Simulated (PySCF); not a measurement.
**Correlation energy of Zr (zirconium, neutral)**

[Kr] 4d2 5s2, high-spin 3F determinant. All numbers are calculated (PySCF 2.14, a scalar-relativistic core potential, in aug-cc-pVDZ-PP with ECP28MDF (5s5p4d2f, 54 functions)). Frozen: 4s2 4p6; 4 electrons correlated.

MP2 pair energies summed by pair of shells (mhartree):

```tsv
pair	energy	share (%)
5s-5s	-19.08	46.8
4d-5s	-19.01	46.7
4d-4d	-2.65	6.5
```

Total MP2 correlation energy: -40.74 mhartree.

Same-spin part -9.11 and opposite-spin part -31.64 mhartree; SCS-MP2 scales them by 1/3 and 6/5 to -41.00 mhartree.
